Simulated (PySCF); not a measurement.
LuO(OH) relaxed at several levels

Computed with PySCF 2.14.0, PBE0, def2-SVP on the ligands, density fitting, scalar-relativistic core potentials, no spin-orbit coupling, vacuum. Each row is relaxed at its own level from the same template. Distances are means of the shortest metal–ligand contacts, charges and spins Mulliken's. lcecp potentials hold a fixed number of 4f electrons in the core, out of states, spins and gaps.

```
level   basis on the metal  point group  M–O (Å)  M–OH (Å)  charge on M (e)  dipole (D)  HOMO–LUMO gap (eV)  strongest infrared band, degenerate modes summed (cm⁻¹)  unstable modes (below −25 cm⁻¹)
 PBE0  def2-SVP with ECP28           Cs    1.799     1.983             0.92        6.01                3.84                                                        –                                0
```

Q: What does the calculation give for PBE0, lcecp-1-SVP with ECP60?

A: point group: Cs, M–O (Å): 1.814, M–OH (Å): 2.006, charge on M (e): 0.76, dipole (D): 6.26, strongest infrared band, degenerate modes summed (cm⁻¹): 505, unstable modes (below −25 cm⁻¹): 0.
```xyz
4

Lu   -0.0253   -0.0511   -0.3966
O     1.2407    0.0362    0.8990
O    -1.8971    0.0202    0.3225
H    -2.3489    0.0835    1.1664
```

One start shape was tried for each, so a minimum needn't be the lowest isomer.
